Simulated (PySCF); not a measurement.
Gas-phase reaction: ZnCl2 ⇌ Zn + 2 Cl

Energies from PySCF, thermal terms from the rigid-rotor harmonic-oscillator model, ideal gas at 1 bar. † marks an energy on the PBE0/def2-TZVP geometry and frequencies; other levels use their own. CCSD(T) freezes the core. 6-31G* has spherical d functions here. Open shells (unrestricted): Cl (multiplicity 2, electronic degeneracy 6); the rest are closed-shell singlets. Spin-orbit splitting is ignored; it lowers the true energy and changes the entropy of Cl. B3LYP is the form with VWN-RPA correlation. Zn: all electrons, no relativistic terms. CCSD(T) isn't extrapolated to the basis-set limit; its ΔH°(298 K) is 580.5 kJ in def2-SVP and 617.1 kJ in def2-TZVPP. The harmonic model lacks anharmonicity and excited electronic states, which grow with temperature; levels with a mode under 35 cm⁻¹ are left out. Soft modes under 120 cm⁻¹ make the harmonic entropy rough for ZnCl2.

ΔH° and ΔS° at 298 K: B3LYP/def2-TZVP† 594 kJ, 221 J/K; BLYP/def2-TZVP† 576 kJ, 221 J/K; CCSD(T)/def2-TZVPP† 617 kJ, 221 J/K; HF/6-31G* 520 kJ, 217 J/K.

With the heat capacities included, give log10 K (1 bar) at 600, 800, 1600, 1800, 2500 K from B3LYP/def2-TZVP†, BLYP/def2-TZVP†, CCSD(T)/def2-TZVPP†, HF/6-31G*.


```tsv
T (K)	B3LYP/def2-TZVP†	BLYP/def2-TZVP†	CCSD(T)/def2-TZVPP†	HF/6-31G*
600	-40.2	-38.6	-42.2	-33.9
800	-27.2	-26.0	-28.7	-22.6
1600	-7.8	-7.2	-8.5	-5.6
1800	-5.6	-5.1	-6.3	-3.7
2500	-0.8	-0.4	-1.2	0.6
```
